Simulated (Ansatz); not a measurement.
Ideal-gas functions of `Ic1ccsc1` at 500 K and 1 bar, from an Ansatz frequency run at PBE0-D4/def2-TZVP.

Molar mass 210.04 g/mol, point group Cs (symmetry number 1), electronic degeneracy 1, moments of inertia 70.522, 719.104, 789.626 u Å². Harmonic wavenumbers (cm⁻¹, unscaled): 171, 211, 278, 470, 605, 636, 694, 790, 820, 881, 896, 900, 1104, 1110, 1224, 1394, 1447, 1546, 3242, 3269, 3277.

Use S(trans) = R[1.5 ln M + 2.5 ln T − 1.1517]; rotational temperatures θ = 24.2544 K / I; S(rot) = R[ln(√π/σ · √(T³/θAθBθC)) + 1.5]; for each mode x = 1.438777 ν̃/T, S = R[x/(eˣ − 1) − ln(1 − e⁻ˣ)] and H = RT x/(eˣ − 1); 1 cm⁻¹ = 0.0119627 kJ/mol; R = 8.31446 J/(mol·K).

**Question.** By hand: the entropy, in J/(mol·K).

**Answer.** Translation 186.3. Rotation: θ = 0.3439, 0.0337, 0.0307 K, giving 127.8. Vibration, mode by mode: 14.29, 12.59, 10.39, 6.41, 4.68, 4.36, 3.82, 3.07, 2.87, 2.50, 2.42, 2.40, 1.50, 1.48, 1.14, 0.77, 0.68, 0.54, 0.01, 0.01, 0.01, in all 75.9. Electronic 0.0. Sum 390.0 J/(mol·K).

**Question.** By hand: H − E and G − E in kJ/mol, counted from the electronic energy.

**Answer.** Zero-point energy ½ × 24965 × 0.0119627 = 149.3; thermal vibration 22.4; translation, rotation and pV give 4 RT = 16.6. H − E = 188.3 kJ/mol, and G − E = 188.3 − 500 × 390.0/1000 = -6.7 kJ/mol.

Vibration gives 19 % of the entropy.
